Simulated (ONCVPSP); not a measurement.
# sulfur: variants of one ONCV potential

Base potential:

ONCVPSP 4.0.1 input, shortened (lines: element, Z, core and valence counts, functional; n l f; lmax; l rc ep ncon nbas qcut; lloc lpopt rc5 dvloc0; l nproj debl; icmod fcfact rcfact), LDA (Perdew-Zunger), scalar-relativistic:

```
  S 16.00    3    2        3      upf
    1    0    2.00
    2    0    2.00
    2    1    6.00
    3    0    2.00
    3    1    4.00
    1
    0    1.30    0.00    4    7    4.30
    1    1.60    0.00    4    8    5.00
    4    5    0.85    4.00
    0    2    1.40
    1    2    3.60
    0    0.00    0.00
```

Cutoffs, loose and tight: the cutoffs (Ha) at which the residual kinetic energy of the hardest occupied pseudo-wave falls to 1 and 0.1 mHa per electron. They do not see the model core or the augmentation charge, which bear on the density cutoff. Test errors are all-electron minus pseudo excitation energies from the reference, over the configurations 3s2 3p3; 3s2 3p2; 3s2 3p1; 3s2 3p3.5. A dash means not determined; rows that change the core or the reference have their own tests.

A true bound ghost makes a file unfit for plane-wave use even where its test errors are small: the radial tests pick states by their node count and pass the ghost by.

```csv
change,outcome,"cutoff, loose","cutoff, tight",bound ghosts,GHOST(+) flags above zero,largest test error (meV)
base,generated,23 Ha,55 Ha,none,s,+97
p: rc 1.08,generated,153 Ha,183 Ha,p,"s, p",+94
p: rc 1.4,generated,23 Ha,55 Ha,none,s,+101
p: rc 1.62,generated,23 Ha,55 Ha,none,s,+97
p: rc 1.72,generated,23 Ha,55 Ha,none,s,+92
p: rc 1.9,generated,23 Ha,55 Ha,none,s,+81
p: rc 2.04,generated,23 Ha,55 Ha,none,s,+71
p: rc 2.16,generated,23 Ha,55 Ha,none,s,+63
p: rc 2.3,generated,23 Ha,55 Ha,none,s,+54
```

(1) What comes out with this change to the base: p: rc 1.24?

Answers

(1) outcome: generated; cutoff, loose: 23 Ha; cutoff, tight: 80 Ha; bound ghosts: none; GHOST(+) flags above zero: s; largest test error (meV): +100.

Reading the sweep of the p radius (base included, trends over the rows without a ghost): The loose cutoff stays near 23 Ha. The median size of the test errors (rows with all tests solved) falls from 12.3 meV at 1.24 to 5.2 meV at 2.3 bohr. This runs against the usual rule that a larger radius transfers worse; these runs do not show why. Bound ghosts are found at 1.08 bohr.
